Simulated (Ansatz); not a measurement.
`[Li][Br]` + `[Li][OH]` → `[Li][O][Li]` + HBr at 400 K and 1 bar (ligand exchange at a Li–Br bond).

Program: Ansatz. Geometries: PBE0-D4/def2-TZVP. ΔE: electronic, gas phase. CCSD(T)/CBS adds triple-zeta CCSD(T) − MP2 to the extrapolated MP2 energy (def2 sets, frozen cores). For Br, Li outer-core shells are correlated without core-valence functions, which leaves a few kJ/mol of doubt a bond. Scalar relativity is left out up to krypton.

```json
{"species": "`[Li][Br]`", "CCSD(T)/CBS energy (Eh)": "-2580.90160", "H − E (kJ/mol)": "16.1", "S (J/(mol·K))": "234.2"}
{"species": "`[Li][OH]`", "CCSD(T)/CBS energy (Eh)": "-83.31445", "H − E (kJ/mol)": "49.7", "S (J/(mol·K))": "222.0"}
{"species": "`[Li][O][Li]`", "CCSD(T)/CBS energy (Eh)": "-90.22019", "H − E (kJ/mol)": "30.5", "S (J/(mol·K))": "244.1"}
{"species": "HBr", "CCSD(T)/CBS energy (Eh)": "-2573.91920", "H − E (kJ/mol)": "27.6", "S (J/(mol·K))": "207.2"}
```

H − E and S are ideal-gas, rigid-rotor, harmonic terms from PBE0-D4/def2-TZVP. 1 Eh = 2625.50 kJ/mol, R = 8.31446 J/(mol·K).

Task: By hand: ΔE, ΔH, ΔS and ΔG.

Result: ΔE = (-90.22019) + (-2573.91920) − (-2580.90160) − (-83.31445) = 0.07666 Eh = 201.3 kJ/mol. Δ(H − E) = 30.5 + 27.6 − 16.1 − 49.7 = -7.7, so ΔH = 193.6 kJ/mol. ΔS = 244.1 + 207.2 − 234.2 − 222.0 = -4.9 J/(mol·K). ΔG = 193.6 − 400 × (-4.9)/1000 = 195.6 kJ/mol.

Task: By hand: the equilibrium constant, and the temperature at which ΔG would vanish if ΔH and ΔS stayed fixed.

Result: log₁₀ K = −ΔG/(RT ln 10) = -25.5. ΔH and −TΔS have one sign here, so there is no such temperature.

The number of gas molecules stays the same, so ΔS is small and ΔH decides. A doubt of 5 kJ/mol in ΔE shifts log₁₀ K by 0.7 here. These are equilibria of isolated gas molecules and say nothing of rates. Largest T1 diagnostic: 0.021 (customary marks: 0.02 for closed shells, 0.045 for open ones).

ΔS is within the doubt of such terms, so its sign, and with it that verdict, could turn.
